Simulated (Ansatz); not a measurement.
Reaction: C3H5Cl (2-chloroprop-1-ene, SMILES C=C(C)Cl) → C3H5Cl (SMILES C=CCCl)
Each species at its own B3LYP-D3(BJ)/def2-TZVP minimum (Ansatz, a program for electronic structure), one conformer.

Property: isomerisation energy (electronic), in kcal/mol. UHF or UKS for unpaired electrons; spin-orbit terms are left out. CBS(X,Y): correlation extrapolated as X^-3, Hartree-Fock from the larger set. A bracket is a step between two methods taken in the basis named. The functionals are non-relativistic, so their misses hold any scalar relativity. Double hybrids freeze cores in their MP2 part. '+ core + X2C': CCSD(T) terms for core correlation (cc-pwCVTZ, 1s frozen past Ne) and scalar relativity (cc-pVTZ-DK).

CCSD(T)/CBS(cc-pV(T+d)Z,cc-pV(Q+d)Z) + [CCSDT(Q) - CCSD(T)]/cc-pV(D+d)Z + core + X2C (Ansatz) gives 4.0 kcal/mol.

Task: How far off this value is PBE/def2-TZVPD (Ansatz), in which direction, and which of these levels come nearer: r2SCAN/def2-TZVPD, B3LYP/def2-TZVPD, PBE0/def2-TZVPD, wB97M-V/def2-TZVPD, B2PLYP/def2-TZVPD, CCSD(T)/CBS(cc-pV(T+d)Z,cc-pV(Q+d)Z) + core + X2C?

Result: PBE gives 4.7 kcal/mol, 0.7 kcal/mol above it. Differences of the others: r2SCAN/def2-TZVPD (Ansatz) 1.0; B3LYP/def2-TZVPD (Ansatz) -0.5; PBE0/def2-TZVPD (Ansatz) 0.4; wB97M-V/def2-TZVPD (Ansatz) 0.1; B2PLYP/def2-TZVPD (Ansatz) -0.2; CCSD(T)/CBS(cc-pV(T+d)Z,cc-pV(Q+d)Z) + core + X2C (Ansatz) 0.0 kcal/mol. Nearer than PBE: B3LYP/def2-TZVPD, PBE0/def2-TZVPD, wB97M-V/def2-TZVPD, B2PLYP/def2-TZVPD, CCSD(T)/CBS(cc-pV(T+d)Z,cc-pV(Q+d)Z) + core + X2C.
